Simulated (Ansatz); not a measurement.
C₂H₅BO (`BC1CO1`), charge 0, multiplicity 1.

**Question.** Give a relaxed structure at PBE0-D4/def2-TZVP (Ansatz 0.2.0). (Best estimate.)

**Answer.** Ansatz gave: 
```xyz
9

B    -0.726   -1.088    0.432
C     0.441   -0.099    0.424
C     0.326    0.949   -0.636
O     0.190    1.289    0.703
H    -1.844   -0.672    0.503
H    -0.519   -2.258    0.295
H     1.465   -0.395    0.644
H    -0.578    1.018   -1.238
H     1.246    1.256   -1.128
```
This is one stationary point; other conformers may exist.
